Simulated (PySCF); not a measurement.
# Au: electron affinity

Au⁻ [Xe] 4f14 5d10 6s2 (1S) → Au [Xe] 4f14 5d10 6s1 (2S), as a difference of total energies. Calculation: PySCF 2.14, in x2c-TZVPPall with one added diffuse shell each of s, p, d, f type (12s8p8d4f1g, 113 functions); the spin-free X2C one-electron Hamiltonian (Gaussian nucleus). Correlated levels: valence: [Xe] 4f14 frozen; valence and next inner shell: [Kr] 4d10 4f14 frozen. The calculations carry no spin-orbit coupling.

```json
{"method": "UHF", "electron affinity (eV)": "0.632"}
{"method": "LDA", "electron affinity (eV)": "2.613"}
{"method": "PBE", "electron affinity (eV)": "2.326"}
{"method": "PBE0", "electron affinity (eV)": "2.022"}
{"method": "r2SCAN", "electron affinity (eV)": "2.234"}
{"method": "r2SCANh", "electron affinity (eV)": "2.146"}
{"method": "B2PLYP", "electron affinity (eV)": "2.165"}
{"method": "M06-L", "electron affinity (eV)": "1.953"}
{"method": "MP2 (valence)", "electron affinity (eV)": "2.144"}
{"method": "SCS-MP2 (valence)", "electron affinity (eV)": "2.101"}
{"method": "MP2 (valence and next inner shell)", "electron affinity (eV)": "2.240"}
{"method": "SCS-MP2 (valence and next inner shell)", "electron affinity (eV)": "2.165"}
```

Errors of the correlated levels include the incompleteness of this basis and the frozen core.

In the anion the highest occupied orbital energy is positive at LDA, PBE, r2SCAN, r2SCANh, M06-L, a self-interaction effect; the basis confines that electron, and the energy difference can still be sensible.

Q: Which method comes closest to the reference value, and which is furthest?

A: The reference is 2.309 eV (measured; photodetachment measurements, as compiled on the Wikipedia data page of electron affinities). Closest: PBE (error 0.017 eV); furthest: UHF (error -1.677 eV).
